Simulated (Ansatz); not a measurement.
Input for Ansatz (a quantum-chemistry and plane-wave program): R-B3LYP/def2-TZVPP on SiH4 (SMILES [SiH4]).

Ansatz 0.2 input:
```yaml
crystal:
  periodic: [false, false, false]
  atoms:
    - {symbol: Si, position_ang: [-0.00000000, -0.00000000, 0.00000000]}
    - {symbol: H, position_ang: [0.86054855, 0.86054855, 0.86054855]}
    - {symbol: H, position_ang: [-0.86054855, -0.86054855, 0.86054855]}
    - {symbol: H, position_ang: [-0.86054855, 0.86054855, -0.86054855]}
    - {symbol: H, position_ang: [0.86054855, -0.86054855, -0.86054855]}
basis:
  gaussian:
    orbitals: def2-TZVPP
hamiltonian:
  xc: {name: B3LYP}
scf: {lower_state_search: off}
```

Program output:

```
WARN ansatz: RAYON_NUM_THREADS=4 ignored (pool sized by the plan → 4); use --threads N
Functional definition: B3LYP
these checks for a lower state are left out or cut short: stability, starts, cluster_reference, orbital_swaps, neighbouring_geometries, increment
integrals: 0.02 GiB planned
527 factors; their error is unknown
mean field: 0.24 GiB planned
mean field evaluation 1: about -7943.0373 eV, gradient 1.1e1 eV
mean field evaluation 2: about -7943.3773 eV, gradient 5.0e0 eV
mean field evaluation 4: about -7943.4574 eV, gradient 9.5e-2 eV
mean field evaluation 8: about -7943.4668 eV, gradient 1.4e-3 eV
mean field -7943.46675929 eV, -291.9170191288 hartree, gradient 4.3e-6 eV, S^2 0.000000; 0 other end points of the search recorded, 0 dependent functions left out
reference -7943.46697014 eV, -291.9170268774 hartree; 9, 9 occupied and 89, 89 virtual orbitals, 527 factors
Total energy: -7943.46697014 eV, -291.9170268774 hartree
Checks for a lower state left out: stability, starts, cluster_reference, orbital_swaps, neighbouring_geometries, increment
```

The calculation finished and met its thresholds.

Cost: around 1.0 core-seconds (rough).
